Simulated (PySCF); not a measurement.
**A small calculation by hand: chemical shift, span and skew from a shielding tensor**

Se(SH)(SiH3) (H4SSeSi), SMILES [Se]([SiH3])S. Atoms are numbered in the order given.

```xyz
7

Se     0.3782    -0.1950     0.6570
S      0.7175     1.4917    -0.7791
H     -0.1279     2.3745    -0.1929
Si    -1.3589    -1.1165    -0.5285
H     -0.9154    -1.4922    -1.9003
H     -2.4963    -0.1552    -0.6128
H     -1.7741    -2.3331     0.2333
```
Charge 0, spin multiplicity 1.

The structure is a stationary point at r2SCAN-D4/def2-SVP. One conformer was computed; it need not be the lowest.

GIAO shieldings from B3LYP/pcSseg-1 (PySCF), non-relativistic, no solvent. The symmetric part of the tensor of Se1 has the principal values 1117.2, 1478.3, 2563.7 ppm. The same nucleus in Me2Se has σ = 1647.9 ppm at this level (PySCF, at its B3LYP-D3(BJ)/def2-TZVP geometry).

Work out the isotropic shielding, the ⁷⁷Se shift against Me2Se, the span and the skew.


σ(iso) = (σ11 + σ22 + σ33)/3 = 1719.7 ppm. δ = σ(ref) − σ(iso) = 1647.9 − (1719.7) = -71.8 ppm.
Span Ω = σ33 − σ11 = 1446.5 ppm. Skew κ = 3(σ(iso) − σ22)/Ω = 0.50. Tumbling in solution averages the tensor to δ; in a static solid the shielding alone would spread this spin-1/2 line over Ω.
